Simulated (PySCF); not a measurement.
GeH₃, SMILES [GeH3] (connectivity only; charge and spin as stated), charge +1, multiplicity 1.

Geometry optimised at r2SCAN-D4/def2-TZVPD. The spin state was assumed, not searched. The isomer is the one that the SMILES or the coordinates give; other isomers of the formula were not compared.

These are PySCF with PBE/def2-TZVPD values and carry that method's errors.

Symmetry labels are those of the subgroup C2v that the program uses (full group D3h).

Computed valence orbital energies around the gap with their symmetry:
```csv
orbital,symmetry,energy (eV)
HOMO−7,A1,-38.62
HOMO−6,B2,-38.46
HOMO−5,A2,-38.46
HOMO−4,A1,-38.14
HOMO−3,B1,-38.14
HOMO−2,A1,-21.29
HOMO−1,B1,-15.98
HOMO,A1,-15.98
LUMO,B2,-11.08
LUMO+1,A1,-7.33
LUMO+2,B1,-5.56
LUMO+3,A1,-5.56
```
